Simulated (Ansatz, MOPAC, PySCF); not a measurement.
Pair of molecules: HBr (SMILES Br) (first 2 atoms) with CH6Si (SMILES C[SiH3]); geometry from B3LYP-D3(BJ)/def2-TZVP, rigid monomers moved along the line of their centres of mass till H2···H9 is 2.19 Å.
(charge 0, multiplicity 1):
```xyz
10

Br    -1.42925     0.06059    -0.17130
H     -0.30333    -0.16620     0.68133
C     -0.85431     0.46491     4.01057
Si     0.91246    -0.09604     3.74907
H     -1.03748     0.67583     5.06577
H     -1.55983    -0.30313     3.68968
H     -1.06501     1.37129     3.44079
H      1.87803     0.95025     4.15966
H      1.15436    -0.38271     2.30682
H      1.20129    -1.33994     4.50066
```

Monomers are frozen at their geometry in the pair; levels with a basis set take the counterpoise correction. Rows marked so take none.

Rows in STO-3G carry no dispersion term and start afresh at each structure; the Pople sets are all-electron and without relativity. The state reached by PM3 isn't checked.

Codes used: Ansatz (an electronic-structure program); MOPAC for PM3 (differences of heats of formation); PySCF for STO-3G rows, the dispersion terms. Each number belongs to the level named beside it.

Question: One of these levels gives -1.23 kcal/mol for the interaction energy. Which one is it?
A) PM3
B) PBE/def2-TZVPPD
C) HF/STO-3G (no counterpoise)
D) PBE-D3(BJ)/def2-TZVPPD

Answer: B, PBE/def2-TZVPPD. The others give -2.91 (PM3), 0.27 (HF/STO-3G (no counterpoise)), -2.25 (PBE-D3(BJ)/def2-TZVPPD)
